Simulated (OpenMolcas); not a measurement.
**How basis sets differ on GeSiH6O (SMILES [OH][GeH2][SiH3])**

GeSiH6O has 9 atoms, charge 0, and is taken as a singlet. SMILES: `[OH][GeH2][SiH3]`. The coordinates come from a PBE0-D4/def2-TZVP relaxation. This is one conformer, not always the lowest.

Quantity: the HOMO–LUMO gap, in eV. The values are calculated.

| level | kind | program | value (eV) | CPU time |
| --- | --- | --- | --- | --- |
| HF/ANO-RCC-MB (DKH2) | Hartree–Fock | OpenMolcas | 15.55 | 9.1 s |
| HF/STO-3G | Hartree–Fock | OpenMolcas | 18.64 | 1.6 s |
| HF/3-21G | Hartree–Fock | OpenMolcas | 13.74 | 2.1 s |
| HF/cc-pVDZ | Hartree–Fock | OpenMolcas | 13.72 | 7.6 s |

All-electron rows without a relativistic Hamiltonian named are non-relativistic. The values span 13.72 to 18.64 eV. A Hartree–Fock LUMO above zero doesn't converge with the basis: it sinks as sets grow more diffuse. Orbital gaps aren't excitation energies. Times are those of the runs behind each value, whatever else they computed, on shared processors of several kinds: orders of magnitude only.
